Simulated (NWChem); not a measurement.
Molecule: CH₅ClSn; SMILES [CH3][SnH2][Cl]

def2 effective core potentials on Sn; no spin-orbit coupling.

Task: Give the equilibrium geometry at PBE0/def2-SVP with def2 effective core potentials on Sn (NWChem) as an XYZ file, with the point group.

Result: point group Cs; any orientation.
```
8

Sn     0.3476    -0.3557    -0.0005
C     -1.4539    -1.5099    -0.0010
Cl    -0.3158     1.9160     0.0000
H      1.2844    -0.5652    -1.4196
H      1.2843    -0.5658     1.4187
H     -2.0424    -1.2733     0.8959
H     -1.2114    -2.5826    -0.0041
H     -2.0447    -1.2688    -0.8953
```
